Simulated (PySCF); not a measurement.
Computed Raman spectrum (relative Raman activity) of a molecule ClF2H3Si2. The structure is a stationary point at PBE0-D3(BJ)/def2-SVP. Other conformers were not sampled. These are PBE0-D3(BJ)/def2-SVP in PySCF values and carry that method's errors. Frequencies are harmonic and unscaled.

Lines under 2 % of the strongest are left out, and lines within 2 cm⁻¹ are merged.

ν (cm⁻¹): 436 (w), 507 (w), 556 (vw), 683 (w), 775 (vw), 822 (w), 832 (w), 890 (vw), 930 (w), 2244 (vs), 2257 (s), 2284 (vs) (against the strongest line: vs over 80 %, s over 45 %, m over 15 %, w over 4 %, vw less)

Question: Which structure fits?
A. F[Si](F)([SiH3])Cl
B. F[SiH](F)[SiH2]Cl
C. F[SiH2][Si@H](F)Cl

Answer: B, F[SiH](F)[SiH2]Cl
